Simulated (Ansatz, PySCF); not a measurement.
Gas-phase reaction in SMILES: Br[B]Br -> Br[B]Br as singlet, charge +1 + e-
Structures are relaxed separately at B3LYP-D3(BJ)/def2-TZVP in Ansatz (an electronic-structure program). A spin state is the lowest found, not a proven ground state.
Geometry of the first species:
```xyz
3

B     -0.6400    -0.4659    -0.0426
Br    -0.7477     1.2069    -0.9132
Br     0.8392    -1.1404     0.9193
```
Charge 0, spin multiplicity 2.

Property: adiabatic ionisation energy (electronic energy difference), in eV. Valence correlation only, unless marked. UHF or UKS for open shells. No spin-orbit coupling. The frozen core is the preceding noble-gas configuration, with the filled d and f shells of earlier blocks. No relativistic terms. Basis-set limits of correlation are two-point, X^-3; Hartree-Fock from the larger set.

| level | program | adiabatic ionisation energy (eV) |
|---|---|---|
| MN15-D3(BJ)/def2-TZVPD | PySCF + dftd3 | 7.04 |
| CAM-B3LYP-D3(BJ)/def2-TZVPD | Ansatz + dftd3 | 7.21 |
| LC-wPBE-D3(BJ)/def2-TZVPD | Ansatz + dftd3 | 7.36 |
| PBE-QIDH/def2-TZVPD | Ansatz | 7.19 |
| RI-MP2/aug-cc-pVQZ | Ansatz | 7.01 |
| RI-MP2/cc-pVTZ | Ansatz | 6.91 |
| RI-MP2/cc-pVQZ | Ansatz | 6.99 |
| CCSD/CBS(cc-pVTZ,cc-pVQZ) | Ansatz | 7.21 |
| CCSD(T)/cc-pVDZ | Ansatz | 6.90 |
| CCSD(T)/CBS(cc-pVTZ,cc-pVQZ) | Ansatz | 7.19 |
